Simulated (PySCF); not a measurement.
A calculated (B2PLYP, PySCF 2.14, x2c-TZVPPall, scalar relativity by spin-free X2C-1e) atom or ion has these occupied shells.

```csv
shell,electrons,orbital energy (eV),"rms radius, mean of both spins (bohr)"
1s α,1,-42002.2,0.0275
1s β,1,-42002.2,0.0275
2s α,1,-6842.5,0.112
2s β,1,-6842.5,0.112
2p α,3,-6129.8,0.0997
2p β,3,-6129.7,0.0997
3s α,1,-1526.5,0.290
3s β,1,-1525.7,0.290
3p α,3,-1297.3,0.290
3p β,3,-1296.5,0.290
3d α,5,-971.60,0.268
3d β,5,-970.79,0.268
4s α,1,-339.88,0.660
4s β,1,-337.67,0.660
4p α,3,-263.23,0.700
4p β,3,-260.84,0.700
4d α,5,-151.08,0.779
4d β,5,-148.13,0.779
5s α,1,-71.647,1.57
5s β,1,-70.629,1.57
5p α,3,-50.656,1.79
5p β,3,-49.851,1.79
4f α,2,-35.975,1.11
```

**Question.** Name the element and its charge.

**Answer.** Pr³⁺ (praseodymium, charge +3), in [Xe] 4f2, one real determinant.
